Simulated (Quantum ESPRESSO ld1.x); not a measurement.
The numbers below are computed, except where a source is named.
One sound ld1.x (Quantum ESPRESSO 7.5) input for neutral barium gives E = -7880.0891 hartree in 30 iterations:

```
 &input
    zed=56.0,
    iswitch=1,
    rel=0,
    lsd=1,
    dft='PW',
    config='[Xe] 6s2',
    prefix='ld1',
    max_out_wfc=37,
    file_charge='ld1.rho',
 /
```

Changed or added lines, one case at a time, and what came of them:

- xmin=-12.0: usable despite the warning. The mesh starts very near the nucleus, where rounding noise provokes warnings (final residual 8e-15); the energy differs from the default mesh by less than 1e-5 hartree, which is rather the error of the default start.
- zed=-3.0: refused. The program stops in ld1_readin with "wrong nuclear charge zed:  -3.00": zed must lie above 0 and at most 103.
- config='[Xe] 6s2 7p2': not converged. The string holds 58 electrons for Z = 56, so the species has charge -2 and is not the one meant. The extra electrons are not bound, and the cycle does not converge.
- config='[Xe] 6s2 3f1': refused. The program stops in el_config with "main/angular quantum number mismatch": l must be smaller than n.
- config='[Xe] 6s2 1s1': refused. The program stops in occ_spin with "wrong occupations": the bracketed core already holds 1s.
- dx=0.06: inaccurate. The radial step is too large to integrate the orbitals; the run ends without a warning, but the energy is off by -0.00258 hartree against the default mesh.
- beta=1.5: harmless. The Broyden-type mixing copes: 21 iterations against 30, same energy.
